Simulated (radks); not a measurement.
Hg5+, configuration [Xe] 4f14 5d(3/2: 4, 5/2: 2) 6p(1/2: 1, 3/2: 0) (not the ground configuration). Calculated with a radial shooting solver on a logarithmic mesh with Libxc functionals: Dirac Kohn-Sham, BLYP, spin-unpolarised, spherical densities, finite nucleus; Fermi nuclear charge, rms radius 5.4648 fm.

X-ray form factor f0, the Fourier transform of the density (f0(0) = 75):

| sin(theta)/lambda (1/angstrom) | f0 (electrons) |
|---|---|
| 0.05 | 74.388 |
| 0.1 | 72.654 |
| 0.15 | 70.061 |
| 0.2 | 66.929 |
| 0.25 | 63.543 |
| 0.3 | 60.109 |
| 0.4 | 53.574 |
| 0.5 | 47.822 |
| 0.6 | 42.915 |
| 0.8 | 35.101 |
| 1 | 29.056 |
| 1.25 | 23.308 |
| 1.5 | 19.332 |
| 2 | 14.959 |
